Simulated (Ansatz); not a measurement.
Frontier orbitals of C₁₀H₁₀Cl₂Zr (`[Cl][Zr]12345678([Cl])([C@H]9[C@@H]1[C@@H]2[C@@H]3[C@H]94)[C@H]1[C@@H]5[C@@H]6[C@@H]7[C@H]18`).

```xyz
23

Cl   -1.9558    1.7267    1.2804
Zr   -0.4449    0.5033   -0.1551
Cl   -0.9284    1.5362   -2.2856
C    -2.1106   -1.2993    0.4821
C    -0.8198   -1.7738    0.7946
C    -0.1221   -1.9648   -0.4241
C    -0.9715   -1.5780   -1.4746
C    -2.1998   -1.1582   -0.9126
C     1.7494    0.1241    0.9890
C     1.2214    1.2934    1.5620
C     1.1932    2.2957    0.5642
C     1.7159    1.7468   -0.6184
C     2.0389    0.3964   -0.3714
H    -2.8742   -1.0327    1.1950
H    -0.4440   -1.9814    1.7855
H     0.8837   -2.3422   -0.5275
H    -0.7228   -1.5679   -2.5247
H    -3.0413   -0.7622   -1.4601
H     1.9081   -0.8154    1.4959
H     0.8659    1.4028    2.5751
H     0.8011    3.2940    0.6840
H     1.7983    2.2516   -1.5675
H     2.4594   -0.2953   -1.0861
```

Charge 0, multiplicity 1. Correlated methods include outer-core shells of Zr, which these sets cover unevenly. Zr: def2 effective core potential. The geometry is a stationary point of PBE0-D4/def2-TZVP. Basis def2-TZVPP, Ansatz.

```json
{"functional": "PBE", "HOMO (eV)": "-5.96", "LUMO (eV)": "-2.61", "gap (eV)": "3.35"}
{"functional": "revPBE", "HOMO (eV)": "-5.89", "LUMO (eV)": "-2.51", "gap (eV)": "3.38"}
{"functional": "r2SCAN", "HOMO (eV)": "-6.16", "LUMO (eV)": "-2.48", "gap (eV)": "3.68"}
{"functional": "PBE0", "HOMO (eV)": "-6.98", "LUMO (eV)": "-1.77", "gap (eV)": "5.21"}
{"functional": "HSE06 (plane-wave form)", "HOMO (eV)": "-6.59", "LUMO (eV)": "-2.14", "gap (eV)": "4.45"}
{"functional": "ωB97X-V", "HOMO (eV)": "-9.11", "LUMO (eV)": "0.29", "gap (eV)": "9.40"}
{"functional": "ωB97M-V", "HOMO (eV)": "-9.00", "LUMO (eV)": "0.20", "gap (eV)": "9.20"}
```

A quarter of exact exchange (PBE0) shifts PBE's HOMO by −1.02 eV and its LUMO by +0.84 eV; full exchange at long range (ωB97M-V) shifts them by −3.05 and +2.81 eV. The gap opens from 3.35 to 9.21 eV, since occupied levels lose self-interaction and empty ones feel all the electrons. A positive LUMO is unbound and depends on the basis.
